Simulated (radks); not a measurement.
Task: All-electron atom: Cr II in [Ne] 3s1.75 3p6 3d5 4p0.25 (fractional occupations, a model configuration). All-electron calculation, scalar-relativistic Kohn-Sham, PW91, spin-polarised, spherical densities, finite nucleus; open shells are filled with parallel spins first; Fermi nuclear charge, rms radius 3.6452 fm. Program: a radial shooting solver on a logarithmic mesh with Libxc functionals. Some entries of the table are withheld. Estimate them.

orbital  occ.  eigenvalue (eV)  <r> (bohr)
1s up       1        -5891.032     0.06355
1s down     1        -5890.924     0.06355
2s up       1        -675.9014      0.2934
2s down     1        -674.0575      0.2928
2p up       3              (1)      0.2601
2p down     3              (2)      0.2595
3s up       1              (3)      0.9011
3s down  0.75              (4)      0.9038
3p up       3         -55.5710      0.9633
3p down     3         -50.5674      0.9693
3d up       5         -12.5833       1.324
3d down     0          -8.1470       1.438
4p up    0.25          -6.8148         (5)

Result: 
(1) 2p up eigenvalue (eV): -569.4941
(2) 2p down eigenvalue (eV): -568.0535
(3) 3s up eigenvalue (eV): -84.1054
(4) 3s down eigenvalue (eV): -79.0065
(5) 4p up <r> (bohr): 3.782
